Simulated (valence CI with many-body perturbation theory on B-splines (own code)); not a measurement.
E1 transitions of Ge¹⁸⁺

Calculated by relativistic CI+MBPT: four valence electrons over a frozen Dirac-Fock core [Ne], a basis of 11 s, 11 p, 10 d, 8 f, 5 g, 2 h functions for each j, with the one-electron correlation potential Σ1, the two-electron term Σ2, the three-electron term Σ3, Breit, model QED; selected CI, second order for the rest, scaled by the run's own slope (own B-spline code, finite nucleus).

No measured spectrum was set against this ion. As an estimate, levels of excited configurations hold to 0.05 to 0.15 % of their energy, terms of the ground configuration to about 0.5 %. Among the levels kept, up to 820 cm⁻¹ of a level comes from second order outside the variational space, and about a tenth of that is noise between levels of different J, which matters for small intervals.

Lines 101 to 150 of 559 in falling wavelength, among levels below 1761500 cm⁻¹, chosen from the strongest by gf and those to the six lowest levels. Wavelengths and rates use the calculated energies, so an error of 300 cm⁻¹ moves a line at 199.2 Å by 0.06 % and its rate by three times that or more. Electric multipoles are in the length gauge, E1 and E2 with the static RPA response of the core. Weak lines are less certain than strong ones. Lines between different terms over intervals too small for the method are left out, as are lines whose strength nearly cancels. Where a level lies close to another of its J and parity, the split of strength between their lines is uncertain. The highest levels of a list are the least certain.

Names give the largest LS component (configuration and term), which can be under half, so a name can repeat, a term be missing and a line seem to break the LS rules; names also repeat where a configuration has a term twice. Letters in brackets count levels of one name in rising energy.

```
λ vac (Å)                Upper               Lower   A (s⁻¹)  S (a.u.)
    199.2         3p3.3d 3G°_4  3s.3p2.3d 3F_3 [a]  2.94e+09  1.03e-01
    199.1     3p3.3d 3F°_3 [a]      3s.3p2.3d 5F_4  3.77e+09  1.03e-01
    198.6         3p3.3d 5D°_1      3s.3p2.3d 5D_2  1.35e+10  1.56e-01
    198.6      3s.3p.3d2 3F°_3  3s.3p2.3d 3P_2 [b]  3.60e+09  9.74e-02
    197.9   3s.3p2.3d 3F_3 [c]     3s2.3p.3d 3P°_2  1.21e+10  3.23e-01
    197.9     3p3.3d 3F°_4 [b]      3s.3p2.3d 3G_5  1.09e+10  3.74e-01
    197.8   3s.3p2.3d 3F_4 [b]     3s2.3p.3d 3F°_4  2.24e+09  7.69e-02
    197.5         3p3.3d 5D°_2      3s.3p2.3d 5D_3  1.17e+10  2.23e-01
    197.4         3s.3p3 1P°_1        3s2.3p2 1S_0  7.00e+09  7.98e-02
    197.2     3p3.3d 3F°_4 [b]  3s.3p2.3d 3D_3 [a]  3.18e+09  1.08e-01
    197.2         3p3.3d 5D°_1      3s.3p2.3d 5D_0  5.82e+09  6.61e-02
    197.1         3p3.3d 3G°_3  3s.3p2.3d 3F_2 [a]  4.73e+09  1.25e-01
    197.1     3p3.3d 3F°_2 [b]      3s.3p2.3d 3G_3  1.03e+10  1.95e-01
    196.9         3p3.3d 5D°_0      3s.3p2.3d 5D_1  2.07e+10  7.80e-02
    196.3         3s.3p3 3S°_1        3s2.3p2 1D_2  1.16e+07  1.29e-04
    195.9         3s.3p3 1D°_2        3s2.3p2 3P_2  1.04e+08  1.93e-03
    195.8         3p3.3d 5D°_2      3s.3p2.3d 5D_1  6.09e+09  1.13e-01
    195.7   3s.3p2.3d 3D_3 [d]     3s2.3p.3d 3D°_2  1.16e+10  2.99e-01
    195.0   3s.3p2.3d 3F_3 [b]     3s2.3p.3d 3F°_3  4.24e+09  1.09e-01
    194.4     3p3.3d 1D°_2 [b]  3s.3p2.3d 1P_1 [a]  4.68e+09  8.49e-02
    193.8   3s.3p2.3d 3F_2 [b]     3s2.3p.3d 3F°_2  5.64e+09  1.01e-01
    193.7         3s.3p3 3P°_1        3s2.3p2 3P_0  2.28e+09  2.45e-02
    193.2   3s.3p2.3d 3D_2 [d]     3s2.3p.3d 3D°_2  4.85e+09  8.63e-02
    193.2   3s.3p2.3d 3D_3 [d]     3s2.3p.3d 3D°_3  1.73e+10  4.30e-01
    193.0         3p3.3d 5D°_4      3s.3p2.3d 5F_4  4.83e+09  1.54e-01
    192.9     3p3.3d 3F°_4 [a]      3s.3p2.3d 5F_5  1.13e+10  3.62e-01
    192.9      3s.3p.3d2 3G°_5  3s.3p2.3d 3F_4 [c]  1.09e+10  4.26e-01
    192.7     3p3.3d 1F°_3 [b]  3s.3p2.3d 3F_4 [b]  9.48e+09  2.34e-01
    192.7     3p3.3d 3F°_3 [a]      3s.3p2.3d 5F_3  2.99e+09  7.38e-02
    192.4      3s2.3p.3d 3F°_2        3s2.3p2 1D_2  1.52e+09  2.68e-02
    192.1   3s.3p2.3d 1D_2 [b]     3s2.3p.3d 3D°_2  1.42e+10  2.48e-01
    191.9         3p3.3d 5D°_3      3s.3p2.3d 5D_2  3.68e+09  8.99e-02
    190.8   3s.3p2.3d 3D_2 [d]     3s2.3p.3d 3D°_3  4.27e+09  7.31e-02
    190.7   3s.3p2.3d 3D_2 [d]     3s2.3p.3d 3P°_1  6.48e+09  1.11e-01
    190.5  3s.3p.3d2 3G°_3 [a]  3s.3p2.3d 3F_2 [c]  1.52e+10  3.63e-01
    189.6   3s.3p2.3d 1D_2 [b]     3s2.3p.3d 3P°_1  8.47e+09  1.42e-01
    189.2  3s.3p.3d2 5D°_3 [b]      3s.3p2.3d 1G_4  3.48e+09  8.15e-02
    189.0     3p3.3d 3D°_2 [c]  3s.3p2.3d 3D_3 [b]  7.96e+09  1.33e-01
    188.7         3s.3p3 1D°_2        3s2.3p2 3P_1  3.86e+08  6.41e-03
    188.1   3s.3p2.3d 3D_1 [d]     3s2.3p.3d 3P°_1  2.30e+10  2.26e-01
    187.5      3s.3p.3d2 5F°_3  3s.3p2.3d 3D_3 [a]  3.70e+09  8.42e-02
    187.3      3s.3p.3d2 3G°_4  3s.3p2.3d 3F_3 [c]  1.28e+10  3.72e-01
    187.3      3s.3p.3d2 3F°_3  3s.3p2.3d 3F_3 [b]  3.87e+09  8.79e-02
    187.2      3s.3p.3d2 3H°_5  3s.3p2.3d 3F_4 [b]  2.07e+09  7.36e-02
    187.0  3s.3p.3d2 3G°_3 [a]  3s.3p2.3d 3D_2 [c]  8.18e+09  1.85e-01
    186.8         3p3.3d 5D°_3      3s.3p2.3d 5F_4  1.08e+10  2.44e-01
    186.6   3s.3p2.3d 3D_2 [d]     3s2.3p.3d 1D°_2  1.24e+10  1.99e-01
    186.5     3p3.3d 3D°_1 [c]  3s.3p2.3d 3P_1 [b]  8.01e+09  7.69e-02
    186.4   3s.3p2.3d 1F_3 [b]     3s2.3p.3d 1F°_3  4.72e+10  1.06e+00
    186.4  3s.3p.3d2 5D°_3 [b]  3s.3p2.3d 3D_3 [a]  2.97e+09  6.64e-02
```
